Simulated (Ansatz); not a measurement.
CF2, SMILES F[C]F (connectivity only; charge and spin as stated), charge +1, multiplicity 2.

The structure is a stationary point at PBE0-D3(BJ)/def2-TZVP. The isomer is the one that the SMILES or the coordinates give; other isomers of the formula were not compared.

Two levels are set side by side: PBE/def2-TZVPD (Ansatz, an electronic-structure program) and CAM-B3LYP/def2-TZVPD (Ansatz). Energy differences of separate SCF runs at the same geometry; the states with an electron removed or added have multiplicity 1 and 1. Differences are taken from unrounded values.

```tsv
quantity	CAM-B3LYP
vertical ionisation energy (eV)	22.97
vertical electron affinity (eV)	10.33
```

What does PBE give, and how far is it from CAM-B3LYP? (The exact figures need the calculation; the answer reports its results.)


```csv
quantity,PBE,PBE minus CAM-B3LYP
vertical ionisation energy (eV),22.31,-0.65
vertical electron affinity (eV),9.95,-0.38
```
